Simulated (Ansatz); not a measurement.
Correlation energies of CH7BOSi, SMILES `CB[SiH2]O` by basis set

```xyz
11

C     0.9606   -1.3229    0.4172
B    -0.3889   -0.5842    0.6244
Si   -0.8797    1.1810   -0.2119
O     0.3442    1.9520   -1.0254
H     1.7934   -0.7092    0.0685
H     0.7431   -2.0487   -0.3870
H     1.2752   -1.9316    1.2688
H    -1.2410   -1.1254    1.2788
H    -1.3038    2.1471    0.8380
H    -2.0531    0.9588   -1.1169
H     0.7501    1.4830   -1.7547
```

The species carries charge 0 and has multiplicity 1. The geometry is a stationary point of PBE0-D4/def2-TZVP. It is one conformer, not always the lowest. Frozen core, restricted reference, Ansatz 0.2.0. CBS rows extrapolate triple and quadruple zeta; past MP2 they add the triple-zeta difference.

| basis | HF (Eh) | MP2 corr. | CCSD corr. | (T) | CCSD(T) total |
| --- | --- | --- | --- | --- | --- |
| def2-SVP | -430.24078 | -0.51248 | -0.56650 | -0.01364 | -430.82092 |
| def2-TZVPP | -430.51736 | -0.64265 | -0.69038 | -0.02398 | -431.23172 |
| def2-QZVPP | -430.53347 | -0.68951 | – | – | – |
| CBS(def2) | -430.53569 | -0.72421 | -0.77194 | as TZ | -431.33161 |
